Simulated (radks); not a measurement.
Results of a calculation; reference values are marked as such.
Coulomb parameter of the 4d shell of the ruthenium ion Ru2+ in the model configuration [Kr] 4d5 5s1, as a second difference U = [E(n + 0.25) + E(n - 0.25) - 2 E(n)] / (0.25)^2 with all orbitals relaxed. "Bare": the charge of the atom changes with n. "Screened": the 5s shell takes up the change at fixed total charge, which measures U(4d,4d) + U(5s,5s) - 2 U(4d,5s). Level of theory: scalar-relativistic Kohn-Sham, PBE, spin-unpolarised, spherical densities, finite nucleus; Fermi nuclear charge, rms radius 4.4809 fm (a radial shooting solver on a logarithmic mesh with Libxc functionals).

case,configuration,E - E(n) (eV)
start,[Kr] 4d5 5s1,0.000
bare +0.25,[Kr] 4d5.25 5s1,-6.484
bare -0.25,[Kr] 4d4.75 5s1,7.292
screened +0.25,[Kr] 4d5.25 5s0.75,-1.663
screened -0.25,[Kr] 4d4.75 5s1.25,1.781

U(bare) = 12.929 eV, U(screened by 5s) = 1.892 eV, against the Slater integral F0(4d,4d) = 16.773 eV with frozen orbitals.
